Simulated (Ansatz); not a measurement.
C4H8BF (`C=CCB(C)F`), relaxed with RKS PBE-D4/def2-SVP in Ansatz from a rough embedded geometry. The force threshold is 0.03 eV/Å; the program also tests the step.

Charge 0, multiplicity 1.

Start:

```xyz
14

C     1.561   -1.401   -0.657
C     0.427   -1.009   -1.259
C    -0.737   -0.493   -0.483
B    -0.591    0.951    0.041
C    -0.496    1.343    1.555
F    -0.371    2.046   -0.981
H     2.390   -1.712   -1.234
H     1.658   -1.255    0.451
H     0.300   -1.113   -2.358
H    -0.961   -1.179    0.381
H    -1.672   -0.542   -1.148
H    -1.501    1.060    2.011
H     0.338    0.843    2.030
H    -0.344    2.462    1.649
```

(1) How much energy does the relaxation release, and in how many steps? (An estimate is asked.)

(2) Which bonds change most? (Estimate.)

(3) Give the relaxed structure. (An estimate is asked.)

Answers

(1) The calculation gave: 65.74 kJ/mol, in 13 steps, 1 of them rejected.

(2) The calculation gave: B4–F6 from 1.514 to 1.348 Å; C1–H7 from 1.056 to 1.101 Å; C3–B4 from 1.544 to 1.587 Å; C3–H11 from 1.148 to 1.111 Å.

(3) Ansatz gave: 
```xyz
14

C     1.535   -1.503   -0.574
C     0.503   -0.844   -1.136
C    -0.824   -0.563   -0.477
B    -0.758    0.959   -0.034
C    -0.410    1.434    1.421
F    -0.982    1.882   -0.991
H     2.490   -1.634   -1.106
H     1.456   -1.949    0.432
H     0.638   -0.414   -2.146
H    -0.978   -1.232    0.394
H    -1.653   -0.712   -1.202
H    -1.267    1.197    2.091
H     0.450    0.860    1.824
H    -0.200    2.518    1.502
```
